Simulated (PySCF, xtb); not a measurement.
Si(Br)(Me)(OH)2 (CH₅BrO₂Si), SMILES C[Si](O)(O)Br.

GFN2-xTB (xtb) at its own geometry gives an orbital gap of 7.11 eV and a dipole moment of 5.04 D.

Coordinates come from a B3LYP-D3(BJ)/def2-SVP optimisation. This is a generated structure with no PubChem entry under its InChIKey; it may be hypothetical. The values are those of a single conformer.

**Question.** What does B3LYP/def2-TZVP (PySCF) give? (Estimate from the structure and the level; the computed values follow.)

**Answer.** gap 8.29 eV (levels -8.15 and 0.14 eV), dipole 0.92 D.
